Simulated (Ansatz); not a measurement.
Program: Ansatz. Geometries: PBE0-D4/def2-TZVP. ΔE: electronic, gas phase. CCSD(T)/CBS adds triple-zeta CCSD(T) − MP2 to the extrapolated MP2 energy (def2 sets, frozen cores). This one scheme is used for every species, atoms too. For atomizations the MP2-based limit and the directly extrapolated one differ by several kJ/mol either way, and by 10 to 25 for some Ge, Se and Sn compounds, so smaller differences from it don't rank the levels. DFT in def2-TZVPP. B3LYP here is the variant with VWN-RPA as its local correlation; programs differ in this. HSE06 is defined as in plane-wave codes. No spin–orbit coupling; open shells (•) take unrestricted orbitals. Spin–orbit coupling would lower the free atoms: a little for F, O; strongly for Sn. def2 core potentials past Kr. Bonds to Sn are less sure, by a few kJ/mol each and by 10 to 20 or more in all where they break to atoms, as the def2 sets lack core-valence functions. Each species was taken in one conformer, which may not be the lowest.

Consider the atomization: `[OH][Sn]([F])[F]`• → 2 F• + H• + O• + Sn•.

```
             level  ΔE (kcal/mol)  difference from CCSD(T)/CBS
            PBE-D4          405.0                         11.6
           PBE0-D4          380.3                        -13.1
          B3LYP-D4          384.7                         -8.7
        r2SCANh-D4          383.5                         -9.9
          HSE06-D4          380.6                        -12.8
            revPBE          382.8                        -10.6
             B3LYP          381.4                        -12.0
      MP2/def2-SVP          365.4                        -28.0
  CCSD(T)/def2-SVP          343.4                        -50.0
SCS-MP2/def2-QZVPP          394.0                          0.6
       CCSD(T)/CBS          393.4                            0
```

Largest T1 diagnostic among the species: 0.019.

From PBE to PBE0 (25 % exact exchange), in def2-TZVPP and without D4, ΔE moves by −24.4 kcal/mol: exact exchange takes away binding that semilocal exchange gives to molecules. At CCSD(T), def2-SVP lies −50.0 kcal/mol from the extrapolated value and def2-TZVPP −19.4 kcal/mol: correlation converges slowly with the basis, and small sets miss more of it in the bonded molecule than in its fragments. The D4 term adds +3.3 kcal/mol with B3LYP and +1.7 kcal/mol with PBE0; it sums over pairs of atoms, weighted by their polarisabilities, and B3LYP, whose exchange is more repulsive, gets the larger term.
